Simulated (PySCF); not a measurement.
## Telling isomers of C₈H₁₁F apart by NMR

[PySCF 2.14.0 with density-fitted response routines: shielding tensors at PBE0/pcSseg-1 (GIAO); geometry: GFN2-xTB; isolated molecule; no relativistic terms; fast rotation and ring inversion assumed for equivalent nuclei; one conformer]

Shifts are taken against calculated references (same method and geometry level): ¹H, ¹³C vs TMS. Splittings of carbon signals by F and P are missing where no couplings were computed. Where no couplings were computed, multiplicities follow the n + 1 count of equivalent neighbours, and m marks all less simple cases (inequivalent or close neighbours, rings, F or P nearby). Shifts are as computed. Against solution values, carbons near 30 ppm lie about +3 ppm off and those near 130 ppm about +5 ppm. Of 1211 compounds with measured shifts, 218 miss one by over three times the rms of a fit or turn the order of signals round; such compounds aren't used in these exercises.

(1) Tabulate the signals of `FC[C@H]1[C@@H]2C=C[C@H]1CC2`, `C/C=C1/C(=C/C)C[C@@H]1F` and their relative energies.

(2) What is the quickest way to tell FC[C@H]1[C@@H]2C=C[C@H]1CC2 from C/C=C1/C(=C/C)C[C@@H]1F?

## Answers

(1) 
```tsv
SMILES	carbon types	δC	δH	E rel. (kcal/mol)
FC[C@H]1[C@@H]2C=C[C@H]1CC2	5×CH 3×CH2	146.8, 86.8, 63.8, 45.5, 24.2	6.51 (m, 2H), 4.41 (m, 2H), 2.58 (m, 2H), 2.02 (m, 1H), 1.57 (m, 2H), 1.10 (m, 2H)	0.0
C/C=C1/C(=C/C)C[C@@H]1F	2×C 3×CH 1×CH2 2×CH3	147.2, 140.0, 128.9, 123.7, 89.0, 37.2, 17.9, 17.6	6.19 (m, 1H), 6.05 (q, 1H), 5.68 (m, 1H), 2.96 (m, 1H), 2.85 (m, 1H), 2.00 (d, 3H), 1.81 (d, 3H)	17.4
```

Energies are electronic energies at PBE0/pcSseg-1 on these geometries, without zero-point or thermal terms, each for the one conformer computed, which needn't be the lowest.

(2) Count the carbon signals: 5 against 8. The first has an sp3 CH2 bonded to F at 86.8 ppm, the second a fully substituted alkene carbon (C) at 147.2 ppm. Their most deshielded carbons lie at 146.8 and 147.2 ppm.
